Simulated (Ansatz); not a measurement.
Ir(PH3)2H5 (P2IrH11). Total charge 0; singlet. Geometry PBE-D4/def2-SVP, basis def2-TZVP, Ansatz.

```xyz
14

Ir    0.001   -0.001    0.000
P     0.742    0.825    2.010
H     0.892   -0.065    3.119
H    -0.016    1.843    2.668
H     2.025    1.452    2.079
P    -0.742   -0.824   -2.010
H    -0.961    0.078   -3.097
H    -1.994   -1.512   -2.062
H     0.049   -1.790   -2.706
H     1.106   -1.224    0.113
H     1.392    0.495   -0.741
H    -0.227    1.547   -0.530
H    -1.545    0.445    0.379
H    -0.718   -1.268    0.779
```

```json
{"run": "A", "HOMO (eV)": "-6.44", "LUMO (eV)": "-1.35"}
{"run": "B", "HOMO (eV)": "-6.73", "LUMO (eV)": "-1.05"}
{"run": "C", "HOMO (eV)": "-9.85", "LUMO (eV)": "1.49"}
{"run": "D", "HOMO (eV)": "-8.83", "LUMO (eV)": "0.47"}
{"run": "E", "HOMO (eV)": "-6.80", "LUMO (eV)": "-1.23"}
{"run": "F", "HOMO (eV)": "-7.73", "LUMO (eV)": "-0.29"}
```

In the def2 sets Ir takes a core potential; there is no spin–orbit coupling.

Task: The runs used B97M-V, CAM-B3LYP, PBE, r2SCAN, r2SCAN0, ωB97X-V. Estimate which is which.

Result: A PBE (0 % exact exchange); B r2SCAN (0 % exact exchange); C ωB97X-V (range-separated); D CAM-B3LYP (range-separated); E B97M-V (0 % exact exchange); F r2SCAN0 (25 % exact exchange). Exact exchange lowers occupied and raises empty levels; among semilocal functionals meta-GGAs tend to open the gap a little, and such runs are hard to tell apart. The gap grows from 5.08 eV (PBE) to 11.34 eV (ωB97X-V).
